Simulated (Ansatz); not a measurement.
Ideal-gas functions of `[F][Ga]([SH])[SeH]` at 500 K and 1 bar, from an Ansatz frequency run at PBE0-D4/def2-TZVP.

Molar mass 201.76 g/mol, point group Cs (symmetry number 1), electronic degeneracy 1, moments of inertia 126.505, 437.775, 564.28 u Å². Harmonic wavenumbers (cm⁻¹, unscaled): 87, 139, 148, 208, 264, 284, 430, 635, 675, 705, 2442, 2705.

Use S(trans) = R[1.5 ln M + 2.5 ln T − 1.1517]; rotational temperatures θ = 24.2544 K / I; S(rot) = R[ln(√π/σ · √(T³/θAθBθC)) + 1.5]; for each mode x = 1.438777 ν̃/T, S = R[x/(eˣ − 1) − ln(1 − e⁻ˣ)] and H = RT x/(eˣ − 1); 1 cm⁻¹ = 0.0119627 kJ/mol; R = 8.31446 J/(mol·K).

By hand: the entropy, in J/(mol·K).

Translation 185.8. Rotation: θ = 0.1917, 0.0554, 0.043 K, giving 126.7. Vibration, mode by mode: 19.85, 15.99, 15.47, 12.71, 10.80, 10.22, 7.05, 4.37, 3.99, 3.73, 0.06, 0.03, in all 104.3. Electronic 0.0. Sum 416.8 J/(mol·K).

By hand: H − E and G − E in kJ/mol, counted from the electronic energy.

Zero-point energy ½ × 8722 × 0.0119627 = 52.2; thermal vibration 25.1; translation, rotation and pV give 4 RT = 16.6. H − E = 93.9 kJ/mol, and G − E = 93.9 − 500 × 416.8/1000 = -114.5 kJ/mol.

Vibration gives 25 % of the entropy, 51.3 J/(mol·K) of it from the modes under 150 cm⁻¹: soft modes count most, and the harmonic formula is weakest for them. The sum counts one conformer and one mirror image; others add a mixing term.
